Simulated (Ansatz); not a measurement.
## BCl3 (boron trichloride): the energy, rung by rung

BCl3: 4 atoms, total charge 0, spin state singlet. As SMILES, `ClB(Cl)Cl`. Geometry: relaxed at PBE0-D4/def2-TZVP.

```xyz
4

Cl   -0.2579    0.5164    1.6383
B     0.0000    0.0000    0.0000
Cl    0.9420   -1.4231   -0.3240
Cl   -0.6841    0.9066   -1.3143
```

Quantity: the energy change with the B2–Cl4 bond stretched from 1.737 to 3.474 Å, in eV. The values are calculated.

```json
{"level": "SVWN5/STO-3G (restricted)", "kind": "LDA", "program": "Ansatz", "value (eV)": "5.96", "less FCI/STO-3G": "+1.25", "CPU time (all runs)": "2.2 s"}
{"level": "BLYP/STO-3G (restricted)", "kind": "GGA", "program": "Ansatz", "value (eV)": "5.12", "less FCI/STO-3G": "+0.41", "CPU time (all runs)": "3.3 s"}
{"level": "r2SCAN/STO-3G (restricted)", "kind": "meta-GGA", "program": "Ansatz", "value (eV)": "5.75", "less FCI/STO-3G": "+1.04", "CPU time (all runs)": "9.5 s"}
{"level": "B3LYP/STO-3G (restricted)", "kind": "global hybrid", "program": "Ansatz", "value (eV)": "5.77", "less FCI/STO-3G": "+1.06", "CPU time (all runs)": "3.6 s"}
{"level": "BHLYP/STO-3G (restricted)", "kind": "global hybrid", "program": "Ansatz", "value (eV)": "6.64", "less FCI/STO-3G": "+1.93", "CPU time (all runs)": "3.4 s"}
{"level": "wB97M-V/STO-3G (restricted)", "kind": "range-separated hybrid", "program": "Ansatz", "value (eV)": "6.70", "less FCI/STO-3G": "+1.99", "CPU time (all runs)": "47 s"}
{"level": "MP2/STO-3G (restricted)", "kind": "perturbation theory", "program": "Ansatz", "value (eV)": "5.92", "less FCI/STO-3G": "+1.21", "CPU time (all runs)": "0.66 s"}
{"level": "CCSDT/STO-3G (restricted)", "kind": "coupled cluster or CI", "program": "Ansatz", "value (eV)": "4.71", "less FCI/STO-3G": "0.00", "CPU time (all runs)": "1.3 s"}
{"level": "FCI/STO-3G", "kind": "exact in the basis", "program": "Ansatz", "value (eV)": "4.71", "less FCI/STO-3G": "0.00", "CPU time (all runs)": "31 s"}
```

FCI/STO-3G is exact within its basis and frozen core, so for wave-function methods in that basis the difference is their error; functionals converge differently with the basis, so for them it is only a difference. The first shape isn't each level's own minimum. The values span 4.71 to 6.70 eV. All rows use very small basis sets, so none should be taken for the real molecule's value. In so small a basis fixed costs decide the times, and correlated methods can beat functionals. CPU times are rough (shared hosts, several kinds of processor and program).
